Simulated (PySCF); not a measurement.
**Computed properties of Mg(Br)(OSiH3) (BrH3MgOSi), SMILES [Br][Mg][O][SiH3]**

BrH3MgOSi, SMILES [SiH3][O][Mg][Br]. Coordinates come from a r2SCAN-D4/def2-SVP optimisation. The structure was generated by enumeration; whether it is a known compound was not checked. The values are those of a single conformer. All values are computed for the isolated molecule unless a solvent is named; none is compared with measurement here.

**Structure.** The optimised structure has C3v symmetry. All 15 harmonic modes at r2SCAN-D4/def2-SVP (PySCF) are real, so it is a minimum. With heavy atoms numbered as in [Mg:1]([Br:2])[O:3][SiH3:4], the shortest bond between them is O3–Si4 at 1.641 Å and the longest Mg1–Br2 at 2.343 Å.

**Vibrations.** The strongest infrared lines (harmonic, unscaled, degenerate partners summed) lie at 1085 cm⁻¹ (432 km/mol, O 76 %, Si 14 %), 2191 cm⁻¹ (388 km/mol, H 96 %), 1004 cm⁻¹ (383 km/mol, H 89 %, Si 11 %). The softest mode is at 57 cm⁻¹ and the zero-point energy is 19.0 kcal/mol.

**Electronic structure.** CAM-B3LYP/def2-TZVP (PySCF) places the frontier levels at -9.69 and -1.04 eV, a gap of 8.65 eV, and gives a dipole moment of 0.24 D and a mean polarisability of 67.4 bohr³. PBE/def2-TZVP (PySCF) at the same geometry gives -6.86 and -2.53 eV, so its gap is 4.32 eV narrower. An orbital gap is neither the optical nor the fundamental gap.

**Excitations.** TDDFT-CAM-B3LYP/def2-SVPD (PySCF) has S1 at 5.48 eV (226 nm, f = 0.035, weak); the most intense of the 10 singlets computed lies at 6.88 eV (f = 0.10). Strengths of degenerate partners are summed. T1 (TDA) is at 5.25 eV. TDDFT-PBE/def2-SVPD (PySCF) puts S1 at 4.40 eV. No vertical singlet excitation falls in the visible range (under 3.1 eV).

**NMR.** GIAO shifts at PBE0/pcSseg-1 (PySCF) (non-relativistic, atoms alike by connectivity averaged): ¹H at 5.4 ppm against TMS; ²⁹Si at -41.2 ppm against TMS. Without spin–orbit terms, shifts of atoms bonded to Cl or Br come out too high.
